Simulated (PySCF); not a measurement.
**Electric field gradients and quadrupole coupling constants**

B(vinyl)3, C6H9B.
Z-matrix (Å and degrees, PBE0-D3(BJ)/def2-SVP geometry), rows numbered from 1:
```
B 
C   1  1.5603
C   2  1.3439  1  123.74
H   2  1.0985  1  119.63  3  -174.95
H   3  1.0952  2  121.34  1     2.48
H   3  1.0960  2  122.36  1  -175.76
C   1  1.5629  2  120.73  3   149.11
C   7  1.3435  1  124.51  2     1.11
H   7  1.0989  1  118.71  2  -179.00
H   8  1.0956  7  121.64  1    -0.32
H   8  1.0959  7  122.56  1   179.84
C   1  1.5600  2  121.30  3   -30.99
C  12  1.3441  1  124.24  2   -30.56
H  12  1.0995  1  118.63  2   155.75
H  13  1.0953 12  121.16  1     3.25
H  13  1.0960 12  122.47  1  -174.90
```

Field gradients from the PBE0/pcSseg-1 density (PySCF, non-relativistic), principal values in atomic units, ordered |Vxx| ≤ |Vyy| ≤ |Vzz|:

| atom | Vxx | Vyy | Vzz |
| --- | --- | --- | --- |
| B1 | -0.2497 | -0.2571 | 0.5069 |

**Question.** Find the asymmetry η = (Vxx − Vyy)/Vzz and the couplings χ = eQV/h (234.96 MHz × Q in barn × V in au), with Q(11B) = 0.04059 b.

**Answer.** 
```tsv
atom	environment	nucleus	η	χzz (MHz)	χxx (MHz)	χyy (MHz)
B1	boron bonded to 3 C	11B	0.01	4.834	-2.382	-2.452
```

The gradient is axial or nearly so (η below 0.05) at B1. 

**Question.** What is Vzz at B1 in SI units (1 au = 9.71736 × 10²¹ V/m²)?

**Answer.** 0.5069 au = 4.925 × 10²¹ V/m².

**Question.** And the gradient at the other heavy atoms, for which no coupling is worked out here?

**Answer.** 
| atom | environment | Vzz (au) | η |
| --- | --- | --- | --- |
| C2 | carbon bonded to B, C and H | 0.414 | 0.47 |
| C3 | carbon bonded to C and 2 H | 0.414 | 0.34 |
| C7 | carbon bonded to B, C and H | 0.420 | 0.45 |
| C8 | carbon bonded to C and 2 H | 0.435 | 0.37 |
| C12 | carbon bonded to B, C and H | 0.419 | 0.49 |
| C13 | carbon bonded to C and 2 H | 0.424 | 0.34 |

**Question.** What couplings would deuterons (Q(2H) = 0.00286 b) have in place of the hydrogens, at this geometry?

**Answer.** 
```tsv
atom	bonded to	bond length (Å)	Vzz (au)	η	χzz (kHz)
H4	C2	1.099	0.2995	0.04	201
H5	C3	1.095	0.2989	0.03	201
H6	C3	1.096	0.3008	0.03	202
H9	C7	1.099	0.2974	0.03	200
H10	C8	1.096	0.3000	0.03	202
H11	C8	1.096	0.3001	0.03	202
H14	C12	1.099	0.2971	0.03	200
H15	C13	1.095	0.2985	0.03	201
H16	C13	1.096	0.3005	0.03	202
```

The structure is a single PBE0-D3(BJ)/def2-SVP conformer in the gas phase; no vibrational or solvent corrections. With so small a basis the couplings can be 20 % off.
